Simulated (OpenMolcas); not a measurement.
# 4d³ along the 39-electron sequence

```json
{
 "Program": "OpenMolcas 26.06",
 "Method": "MS-CASPT2, IPEA 0.25 Eh, imaginary shift 0.1 Eh",
 "Basis": "ANO-RCC-VTZP",
 "Scalar Hamiltonian": "DKH2, point nucleus",
 "Spin-orbit coupling": "state interaction with AMFI integrals over the reference wave functions, term energies averaged over their components"
}
```

Active space for each ion: 3 electrons in 5 orbitals (4d); closed shells correlated by CASPT2: 4s 4p.

Computed levels in cm-1 above ⁴F_3/2:

| Level | Nb2+ | Mo3+ | Tc4+ | Ru5+ | Rh6+ | Pd7+ |
| --- | --- | --- | --- | --- | --- | --- |
| ⁴F_5/2 | 519 | 761 | 1066 | 1430 | 1883 | 2490 |
| ⁴F_7/2 | 1184 | 1720 | 2380 | 3160 | 4100 | 5320 |
| ⁴F_9/2 | 1951 | 2810 | 3840 | 5020 | 6420 | 8190 |
| ⁴P_3/2 | 8890 | 10710 | 12230 | 13600 | 14940 | 16450 |
| ⁴P_1/2 | 8970 | 10730 | 12300 | 13740 | 15240 | 16980 |
| ²G_7/2 | 9560 | 11970 | 14020 | 15990 | 18020 | 20390 |
| ⁴P_5/2 | 9920 | 11960 | 13980 | 15950 | 18080 | 20650 |
| ²G_9/2 | 10140 | 12720 | 14940 | 17060 | 19210 | 21700 |
| ²P_1/2 | 11000 | 14690 | 17520 | 20250 | 23000 | 26210 |
| weight of ⁴F in the lowest level (%) | 99 | 99 | 98 | 98 | 97 | 96 |

Mixed levels, with the weight of the term that names them: Nb2+ ⁴P_3/2 (75 %), Ru5+ ²G_9/2 (74 %), Rh6+ ²G_9/2 (67 %), Pd7+ ⁴P_3/2 (72 %), Pd7+ ²G_9/2 (60 %).

Measured, with the error of the calculation in %. Measured levels: Nb2+ from the list in Shadmi, J. Res. Natl. Bur. Stand. 70A, 435 (1966); Mo3+ from Sugar and Musgrove, J. Phys. Chem. Ref. Data 17, 155 (1988).

```json
{"Level": "⁴F_5/2", "Nb2+": "516 (+0.7)", "Mo3+": "778 (-2.2)"}
{"Level": "⁴F_7/2", "Nb2+": "1177 (+0.6)", "Mo3+": "1760 (-2.2)"}
{"Level": "⁴F_9/2", "Nb2+": "1939 (+0.6)", "Mo3+": "2865 (-1.9)"}
{"Level": "⁴P_3/2", "Nb2+": "8608 (+3.2)", "Mo3+": "10331 (+3.6)"}
{"Level": "⁴P_1/2", "Nb2+": "8664 (+3.6)", "Mo3+": "10338 (+3.8)"}
{"Level": "²G_7/2", "Nb2+": "9236 (+3.5)", "Mo3+": "11580 (+3.3)"}
{"Level": "⁴P_5/2", "Nb2+": "9594 (+3.4)", "Mo3+": "11612 (+3.0)"}
{"Level": "²G_9/2", "Nb2+": "9804 (+3.4)", "Mo3+": "12311 (+3.4)"}
{"Level": "²P_1/2", "Nb2+": "", "Mo3+": "14348 (+2.4)"}
```

The fine-structure level ⁴F_9/2 changes by a factor of 4.2 from Nb2+ to Pd7+. Its fourth root runs 6.65, 7.28, 7.87, 8.42, 8.95, 9.51, with steps per unit of Z of 0.63, 0.59, 0.55, 0.53, 0.56; equal steps would mean a (Z - σ)^4 law with constant σ.

⁴P_3/2 changes by a factor of 1.85 over the same range, with steps per unit of Z of +1820, +1520, +1370, +1340, +1510 cm-1.

CASPT2 does not keep the components of a term degenerate, so their means are used; among the terms shown or strongly mixed into the levels shown the widest spread is 1000 cm-1 (4d³ ⁴F, Ru5+). Terms from blocks run as CI alone lack orbitals of their own. Levels of configurations with an s electron are missing; early in the row they begin among the upper levels of the d shell and mix with terms of their name (holds for Nb2+). The CASPT2 spread within a term exceeds the gap to the next term for 4d³ ⁴P and 4d³ ²G, so the order of their levels is uncertain (holds for Nb2+). Computed and measured levels are paired by configuration, term and J; levels that our copy of the source lacks, or whose pairing is in doubt (as where it misses far off the trend of its configuration), stay unpaired and out of the deviations. Only configurations of the active space appear.
